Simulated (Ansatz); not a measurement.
`[Br][Mg][Br]`: the same geometry under several functionals.

```yaml
crystal:
  periodic: [false, false, false]
  atoms:
    - {symbol: Br, position_ang: [-1.912894, 0.888934, -0.956958]}
    - {symbol: Mg, position_ang: [-0.003452, -0.020421, -0.003765]}
    - {symbol: Br, position_ang: [1.905347, -0.933213, 0.947424]}
basis:
  gaussian: {orbitals: def2-TZVPP}
hamiltonian: {xc: {name: B3LYP}, dispersion: d4}
output: {forces: true, orbitals: {seedname: orbitals}}
```

```sh
$ ansatz run in.yaml --threads 4 --pin off --events-out ev --progress --plain --max-ram 10444MiB
```

Output, abridged:

```
Functional definition: B3LYP
1114 factors; their error is unknown
mean field evaluation 1: about -145541.4704 eV, gradient 1.9e1 eV
mean field evaluation 2: about -145540.8556 eV, gradient 2.6e1 eV
mean field evaluation 4: about -145542.7320 eV, gradient 2.9e-1 eV
mean field evaluation 8: about -145543.4401 eV, gradient 4.3e-1 eV
mean field evaluation 16: about -145543.4403 eV, gradient 1.3e-5 eV
mean field -145543.44025863 eV, -5348.6227766176 hartree, gradient 1.3e-5 eV, S^2 0.000000; 0 other end points of the search recorded, 0 dependent functions left out
reference -145543.44047592 eV, -5348.6227846030 hartree; 41, 41 occupied and 87, 87 virtual orbitals, 1114 factors
Total energy: -145543.53590215 eV, -5348.6262914520 hartree
Atom 0 at    -1.912894     0.888934    -0.956958 Å, force    -0.065711     0.031919    -0.032522 eV/Å
Atom 1 at    -0.003452    -0.020421    -0.003765 Å, force    -0.000192    -0.001029    -0.000600 eV/Å
Atom 2 at     1.905347    -0.933213     0.947424 Å, force     0.065903    -0.030890     0.033122 eV/Å
Dipole moment:     0.000274     0.001470     0.000857 e Å
```

It took 1.6 s on 4 threads of an Arm Neoverse V1 on a shared host, with 0.31 GiB of host memory at the peak.

Changing it to `hamiltonian: {xc: {name: r2SCAN0}, dispersion: d4}` and no forces (abridged; 2.7 s):

```
Functional definition: r2SCAN0
mean field evaluation 16: about -145539.7332 eV, gradient 7.3e-5 eV
mean field -145539.73324227 eV, -5348.4865462792 hartree, gradient 2.3e-5 eV, S^2 0.000000
Total energy: -145539.75030663 eV, -5348.4871733827 hartree
```

The same input with `hamiltonian: {xc: {name: revPBE}, dispersion: d4}` and no forces (abridged; 0.8 s):

```
Functional definition: revPBE
mean field -145527.95365037 eV, -5348.0536542612 hartree, gradient 2.0e-5 eV, S^2 0.000000
Total energy: -145528.06813695 eV, -5348.0578615655 hartree
```

Changing it to `hamiltonian: {xc: {name: BHLYP}, dispersion: d4}` and no forces (abridged; 1.6 s):

```
Functional definition: BHLYP
mean field evaluation 16: about -145541.0733 eV, gradient 1.6e-5 eV
mean field -145541.07330709 eV, -5348.5357927529 hartree, gradient 1.3e-5 eV, S^2 0.000000
Total energy: -145541.17236918 eV, -5348.5394332176 hartree
```

The same input with `hamiltonian: {xc: {name: B97M-V}}` and no forces (abridged; 3.4 s):

```
Functional definition: B97M-V
mean field -145514.91935877 eV, -5347.5746528797 hartree, gradient 3.7e-5 eV, S^2 0.000000
Total energy: -145514.91940720 eV, -5347.5746546598 hartree
```

The same input with `hamiltonian: {xc: pbe, dispersion: d4}` (abridged; 1 s):

```
Functional definition: PBE
mean field -145516.79149969 eV, -5347.6434527898 hartree, gradient 2.8e-5 eV, S^2 0.000000
Total energy: -145516.84922069 eV, -5347.6455739975 hartree
Atom 0 force    -0.125622     0.060430    -0.062439 eV/Å
Atom 1 force    -0.000165    -0.000882    -0.000514 eV/Å
Atom 2 force     0.125786    -0.059548     0.062953 eV/Å
Dipole moment:     0.000262     0.001404     0.000818 e Å
```

B3LYP takes the VWN-RPA correlation (the form of Gaussian; ORCA's B3LYP/G).
